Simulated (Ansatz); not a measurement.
AuCl₂. The state is a quartet with charge 0. Geometry PBE0-D4/def2-TZVP; atoms count from 1.

Cartesian coordinates in Å:
```
Au 0.582 -0.869 -0.381
Cl -1.665 -0.164 -0.553
Cl 1.083 1.033 0.933
```

In the def2 sets Au takes a core potential; there is no spin–orbit coupling. At PBE0-D4/def2-TZVP a doublet of charge 0 lies 3.89 eV below the quartet, each at its own geometry. The structure comes from a short search, and lower isomers may exist.

(1) Estimate the Mulliken populations from the PBE0/def2-TZVP orbitals of Ansatz.

(2) Where does the spin sit?

(3) And the Mayer bond orders between bonded heavy atoms (over 0.3)?

Answers

(1) 
```tsv
atom	charge (e)	spin (α − β)	d electrons
Au1	0.31	1.54	9.19
Cl2	-0.16	0.73	–
Cl3	-0.16	0.73	–
```
Mulliken values and Mayer orders depend strongly on the basis.

(2) Summed by element: Au 1.54, Cl 1.46, of 3 unpaired in all. Largest on single atoms: Au1 1.54, Cl2 0.73, Cl3 0.73.

(3) Au1–Cl2 0.75 (2.36 Å); Au1–Cl3 0.75 (2.37 Å). Values over 0.3 also appear between atoms too far apart for a bond (Cl2–Cl3 0.34 at 3.35 Å); they arise where an orbital or an unpaired electron spreads over both atoms.
